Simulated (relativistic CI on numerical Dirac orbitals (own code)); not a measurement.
## Radial parameters of Tc XIV

Method of calculation: Dirac-Coulomb-Breit CI, separate exchange-only KLI orbitals for each configuration, model QED (radiative potential, 1s self-energy scaled to tabulated hydrogen-like ionisation energies), unscaled Slater integrals (own radial code, finite nucleus).

Slater integrals F^k, G^k are unscaled and averaged over j, outside the closed core [Ar] 3d10; ζ comes from projecting the Hamiltonian with its Breit term on Σ l·s of the shell.

- 4s.4p: G^1(4s,4p) = 140530, ζ(4p) = 23352 cm⁻¹; <r>(4s) = 0.9346, <r^2>(4s) = 0.9793, <r>(4p) = 0.9801, <r^2>(4p) = 1.082 (bohr units).
- 4p2: F^2(4p,4p) = 106380, ζ(4p) = 23291 cm⁻¹; <r>(4p) = 0.9812, <r^2>(4p) = 1.085 (bohr units).
- 4s.4d: G^2(4s,4d) = 98043, ζ(4d) = 2315.7 cm⁻¹; <r>(4s) = 0.9346, <r^2>(4s) = 0.9795, <r>(4d) = 1.061, <r^2>(4d) = 1.283 (bohr units).

Averages of the first 10 configurations, taken without configuration mixing, which lowers the lowest level and can move excited configurations by several eV; other configurations of the list can lie among them:

| Configuration | Parity | States | Average energy above the lowest level (eV) |
| --- | --- | --- | --- |
| 4s2 | even | 1 | 1.5 |
| 4s.4p | odd | 12 | 32.1 |
| 4p2 | even | 15 | 67.6 |
| 4s.4d | even | 20 | 85.3 |
| 4d2 | even | 45 | 171.3 |
| 4s.4f | odd | 28 | 136.1 |
| 4p.4d | odd | 60 | 118.7 |
| 4f2 | even | 91 | 272.3 |
| 4p.4f | even | 84 | 169.7 |
| 4s.5s | even | 4 | 141.6 |
